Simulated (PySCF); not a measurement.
Work out the structure from these simulated measurements.

Formula: C5H13NSi2.

- Dipole: 4.06 D [PBE0/pcSseg-1]
- 1H NMR: chemical shifts (computed TMS as zero) by class: 3.49 (3 H), 1.76 (1 H), 1.40 (1 H), 1.17 (3 H), 0.82 (1 H), 0.57 (1 H), 0.46 (3 H) ppm [GIAO PBE0/pcSseg-1]
- Rotational structure: rotational constants A, B, C: 1.566, 0.813, 0.700 GHz [GFN2-xTB]
- 13C NMR: chemical shifts (computed TMS as zero) by class: 127.1 (1 C), 22.1 (1 C), 21.3 (1 C), 20.6 (1 C), -3.2 (1 C) ppm [GIAO PBE0/pcSseg-1]
- NMR, other nuclei: isotropic shieldings of nuclei other than C and H, by class: -96 (1 N), 385 (1 Si), 464 (1 Si) ppm [GIAO PBE0/pcSseg-1]

Gas-phase values; electronic properties from PySCF, density fitting. Levels stand in brackets. Isolated species at its GFN2-xTB geometry (one conformer only). GFN2-xTB frequencies show an imaginary mode (20i cm⁻¹), so this geometry is no minimum at that level. NMR values are class means; diastereotopic atoms form classes of their own.

Question: Give a SMILES that accounts for the data.

Answer: Numbering: `[CH3:1][CH2:2][CH2:3][Si@@:4]([CH3:5])([SiH3:6])[C:7]#[N:8]`. Its formula, C5H13NSi2, gives 2 degrees of unsaturation: 0 rings and 2 π bonds in the structure found. 5 carbons fall into 5 classes; from least to most shielded: cyano carbon [C7] (127.1 ppm), chain CH2 carbon [C2] (22.1 ppm), sp3 carbon bound to silicon [C3] (21.3 ppm), methyl carbon [C1] (20.6 ppm), Si-methyl carbon [C5] (-3.2 ppm). Hydrogen classes from least to most shielded: 3 H on an SiH3 silicon, Si6 (3.49 ppm), 1 H on a chain CH2 carbon, C2 (1.76 ppm), 1 H on a chain CH2 carbon, C2 (1.40 ppm), 3 H on a methyl carbon, C1 (1.17 ppm, a mean of values up to 0.5 ppm apart in this geometry), 1 H on an sp3 carbon bound to silicon, C3 (0.82 ppm), 1 H on an sp3 carbon bound to silicon, C3 (0.57 ppm), 3 H on an Si-methyl carbon, C5 (0.46 ppm, a mean of values up to 0.9 ppm apart in this geometry). The other shieldings belong to: -96 ppm, cyano nitrogen [N8]; 385 ppm, four-coordinate silicon [Si4]; 464 ppm, SiH3 silicon [Si6]. The optimised geometry has point group C1 and is an asymmetric top. Structure: `CCC[Si@@](C)([SiH3])C#N`. Computed isomers that give other values at the same levels: `C=C[C@@H]1C[C@@H]1N([SiH3])[SiH3]` (13C chemical shifts (computed TMS as zero) by class: 146.3 (1 C), 120.7 (1 C), 41.5 (1 C), 27.2 (1 C), 18.3 (1 C) ppm); `C/C=C1\C[C@@H]1N([SiH3])[SiH3]` (13C chemical shifts (computed TMS as zero) by class: 131.8 (1 C), 131.3 (1 C), 36.6 (1 C), 21.1 (1 C), 13.4 (1 C) ppm); `CN[C@@H]1C=CC[SiH2][SiH2]1` (13C chemical shifts (computed TMS as zero) by class: 141.0 (1 C), 132.4 (1 C), 53.9 (1 C), 39.6 (1 C), 12.0 (1 C) ppm). The assignments are read from this structure; whether some other isomer fits the data as well wasn't checked. The mirror image fits equally.

The values belong to the conformer `[CH3:1][CH2:2][CH2:3][Si@@:4]([CH3:5])([SiH3:6])[C:7]#[N:8]`: C1–C2–C3–Si4 179°, C2–C3–Si4–C5 54°.
